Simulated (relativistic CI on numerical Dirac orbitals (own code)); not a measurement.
# Tc¹⁷⁺: q coefficients and field-shift factors

Calculated at this level of theory: Dirac-Coulomb-Breit CI, orbitals from a KLI potential per configuration, derivatives by finite differences, unscaled Slater integrals, QED left out (own radial code, finite nucleus).

CI space (outside the closed core [Ne]): 3s2 3p6 3d8, 3s2 3p5 3d9, 3s2 3p4 3d10, 3s 3p6 3d9, 3p6 3d10, 3s2 3p6 3d7 4s, 3s2 3p6 3d7 4p, 3s 3p5 3d10. Levels of other configurations are missing.

With x = (α/α₀)² − 1 an excitation energy changes as ω = ω₀ + qx; K = 2q/ω₀ is the relative enhancement. Terms are leading LS components, so labels can repeat. The field-shift factor is F = δν/δ⟨r²⟩ for the transition from the lowest level.

Lowest level 3s2 3p6 3d8 3F_4.

| Level | ω₀ (cm⁻¹) | q (cm⁻¹) | F (GHz/fm²) |
| --- | --- | --- | --- |
| 3s2 3p6 3d8 3F_3 | 27665 | 28790 | 0.184 |
| 3s2 3p6 3d8 3F_2 | 29303 | 9582 | 0.0664 |
| 3s2 3p6 3d8 3P_2 | 56780 | 28090 | 0.218 |
| 3s2 3p6 3d8 3P_0 | 75098 | 17600 | 0.197 |
| 3s2 3p6 3d8 3P_1 | 78276 | 29730 | 0.261 |
| 3s2 3p6 3d8 1D_2 | 86363 | 49270 | 0.34 |
| 3s2 3p6 3d8 1G_4 | 91831 | 24880 | 0.266 |
| 3s2 3p6 3d8 1S_0 | 187951 | 42150 | 0.476 |
| 3s2 3p5 3d9 3F°_4 | 1329922 | 42270 | 2.45 |
| 3s2 3p5 3d9 1D°_2 | 1357217 | 52690 | 2.45 |
| 3s2 3p5 3d9 3F°_3 | 1388957 | 77380 | 2.4 |
| 3s2 3p5 3d9 3D°_2 | 1429793 | 73930 | 2.53 |
| 3s2 3p5 3d9 3P°_1 | 1438592 | 66060 | 2.47 |

At this charge energies of transitions that change n are usually good to better than 1 %, and those within a shell (Δn = 0) to a few per cent. Terms inside the open d or f shell come out 10 to 20 % too wide with unscaled integrals.

Which transition from the lowest level has the largest |K|?

3s2 3p6 3d8 3F_3 at 27665 cm⁻¹, K = 2.08.
